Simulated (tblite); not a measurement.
Q: Give a GFN2-xTB geometry of `CCO[P@](=O)(OC)O[SiH3]`.

A: 
```
atom  x, y, z in Å
C1    -2.6882   -0.0990   -0.3502
C2    -1.6068   -1.1243   -0.6449
O3    -0.3301   -0.5122   -0.7697
P4     0.4058   -0.1016    0.6000
O5     0.1008   -0.9447    1.7439
O6     0.0731    1.4350    0.8540
C7     0.3287    2.3843   -0.1671
O8     1.9030   -0.0573    0.1011
Si9    2.9956   -1.2604   -0.1156
H10   -2.4703    0.3862    0.5988
H11   -2.7205    0.6547   -1.1342
H12   -3.6562   -0.5891   -0.2872
H13   -1.7847   -1.6267   -1.5999
H14   -1.5681   -1.8635    0.1605
H15   -0.1587    3.3083    0.1427
H16    1.4019    2.5449   -0.2765
H17   -0.0790    2.0432   -1.1199
H18    2.4925   -2.2110   -1.1085
H19    4.0939   -0.4313   -0.6065
H20    3.2622   -1.9250    1.1569
```

Orientation and origin are arbitrary. Atoms count from 1 in this order. Of the pairs four or more bonds apart, O5···H14 is among the closest relative to their van der Waals radii: 2.48 Å, 91 % of the sum of Bondi's values. P4 (phosphoryl phosphorus) is distorted tetrahedral (angles from 99.9° to 117.6°). Si9 (oxygen-bound silicon) is distorted tetrahedral (angles from 97.4° to 114.4°). O3 (oxygen bonded to C and P) is bent (angle 116.5°).

Bonds between heavy atoms (Å): C1–C2 1.519, C2–O3 1.421, O3–P4 1.608, P4=O5 1.453, P4–O6 1.593, O6–C7 1.417, P4–O8 1.579, O8–Si9 1.640.

Computed geometry: GFN2-xTB, gas phase.

Point group: C1 (no symmetry element, even within 0.4 Å). Its GFN2-xTB frequencies are all real (lowest 30 cm⁻¹). The numbers are those of one conformer (C1–C2–O3–P4 78°, C2–O3–P4–O5 31°, O3–P4–O6–C7 -53°, O3–P4–O8–Si9 -82°). 3 starts were optimised and ended at 0.00, 0.37 and 1.54 kcal/mol (GFN2-xTB); the lowest of these is shown.
